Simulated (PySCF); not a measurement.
C2H4FNSi, SMILES F[C@@H]1N=C[SiH2]1.

Coordinates come from a TPSSh-D3(BJ)/def2-SVP optimisation. The structure was generated by enumeration; whether it is a known compound was not checked.

Calculation: TPSSh-D3(BJ)/def2-SVP run with PySCF.

Frequencies are harmonic and unscaled.

```json
[
 {"mode": "1", "ν (cm⁻¹)": "170", "IR (km/mol)": "3.4", "Raman (Å⁴/amu)": "1.3", "depolarisation": "0.74", "moving atoms (share of kinetic energy)": "C 31 %, N 26 %, H 22 %, F 20 %"},
 {"mode": "2", "ν (cm⁻¹)": "271", "IR (km/mol)": "4.9", "Raman (Å⁴/amu)": "1.2", "depolarisation": "0.55", "moving atoms (share of kinetic energy)": "F 39 %, H 26 %, Si 21 %, C 10 %"},
 {"mode": "3", "ν (cm⁻¹)": "415", "IR (km/mol)": "14.8", "Raman (Å⁴/amu)": "6.2", "depolarisation": "0.56", "moving atoms (share of kinetic energy)": "H 43 %, N 20 %, F 17 %, C 10 %, Si 10 %"},
 {"mode": "4", "ν (cm⁻¹)": "541", "IR (km/mol)": "13.4", "Raman (Å⁴/amu)": "8.8", "depolarisation": "0.43", "moving atoms (share of kinetic energy)": "Si 31 %, C 25 %, N 21 %, F 12 %, H 10 %"},
 {"mode": "5", "ν (cm⁻¹)": "559", "IR (km/mol)": "1.6", "Raman (Å⁴/amu)": "19.6", "depolarisation": "0.45", "moving atoms (share of kinetic energy)": "H 45 %, C 16 %, Si 13 %, N 13 %, F 13 %"},
 {"mode": "6", "ν (cm⁻¹)": "623", "IR (km/mol)": "8.1", "Raman (Å⁴/amu)": "13.7", "depolarisation": "0.50", "moving atoms (share of kinetic energy)": "H 60 %, N 13 %, C 11 %, Si 9 %"},
 {"mode": "7", "ν (cm⁻¹)": "681", "IR (km/mol)": "26.4", "Raman (Å⁴/amu)": "15.3", "depolarisation": "0.70", "moving atoms (share of kinetic energy)": "H 58 %, C 34 %"},
 {"mode": "8", "ν (cm⁻¹)": "776", "IR (km/mol)": "70.0", "Raman (Å⁴/amu)": "3.2", "depolarisation": "0.27", "moving atoms (share of kinetic energy)": "H 54 %, C 23 %, Si 20 %"},
 {"mode": "9", "ν (cm⁻¹)": "816", "IR (km/mol)": "24.2", "Raman (Å⁴/amu)": "5.1", "depolarisation": "0.09", "moving atoms (share of kinetic energy)": "C 45 %, H 35 %, Si 11 %"},
 {"mode": "10", "ν (cm⁻¹)": "908", "IR (km/mol)": "43.7", "Raman (Å⁴/amu)": "3.2", "depolarisation": "0.75", "moving atoms (share of kinetic energy)": "H 60 %, C 21 %, N 17 %"},
 {"mode": "11", "ν (cm⁻¹)": "961", "IR (km/mol)": "90.4", "Raman (Å⁴/amu)": "13.9", "depolarisation": "0.67", "moving atoms (share of kinetic energy)": "H 85 %"},
 {"mode": "12", "ν (cm⁻¹)": "989", "IR (km/mol)": "46.0", "Raman (Å⁴/amu)": "3.2", "depolarisation": "0.24", "moving atoms (share of kinetic energy)": "C 47 %, H 33 %, N 18 %"},
 {"mode": "13", "ν (cm⁻¹)": "1129", "IR (km/mol)": "139.4", "Raman (Å⁴/amu)": "2.8", "depolarisation": "0.56", "moving atoms (share of kinetic energy)": "C 55 %, F 29 %, H 15 %"},
 {"mode": "14", "ν (cm⁻¹)": "1189", "IR (km/mol)": "12.5", "Raman (Å⁴/amu)": "5.2", "depolarisation": "0.28", "moving atoms (share of kinetic energy)": "H 71 %, C 26 %"},
 {"mode": "15", "ν (cm⁻¹)": "1283", "IR (km/mol)": "17.1", "Raman (Å⁴/amu)": "8.1", "depolarisation": "0.27", "moving atoms (share of kinetic energy)": "H 69 %, C 18 %, N 12 %"},
 {"mode": "16", "ν (cm⁻¹)": "1344", "IR (km/mol)": "29.8", "Raman (Å⁴/amu)": "8.3", "depolarisation": "0.71", "moving atoms (share of kinetic energy)": "H 82 %, C 15 %"},
 {"mode": "17", "ν (cm⁻¹)": "1594", "IR (km/mol)": "12.4", "Raman (Å⁴/amu)": "7.7", "depolarisation": "0.22", "moving atoms (share of kinetic energy)": "C 51 %, N 46 %"},
 {"mode": "18", "ν (cm⁻¹)": "2232", "IR (km/mol)": "139.9", "Raman (Å⁴/amu)": "218.9", "depolarisation": "0.18", "moving atoms (share of kinetic energy)": "H 97 %"},
 {"mode": "19", "ν (cm⁻¹)": "2268", "IR (km/mol)": "90.0", "Raman (Å⁴/amu)": "126.6", "depolarisation": "0.35", "moving atoms (share of kinetic energy)": "H 96 %"},
 {"mode": "20", "ν (cm⁻¹)": "3052", "IR (km/mol)": "21.8", "Raman (Å⁴/amu)": "145.2", "depolarisation": "0.31", "moving atoms (share of kinetic energy)": "H 92 %"},
 {"mode": "21", "ν (cm⁻¹)": "3136", "IR (km/mol)": "21.9", "Raman (Å⁴/amu)": "192.7", "depolarisation": "0.32", "moving atoms (share of kinetic energy)": "H 91 %, C 9 %"}
]
```
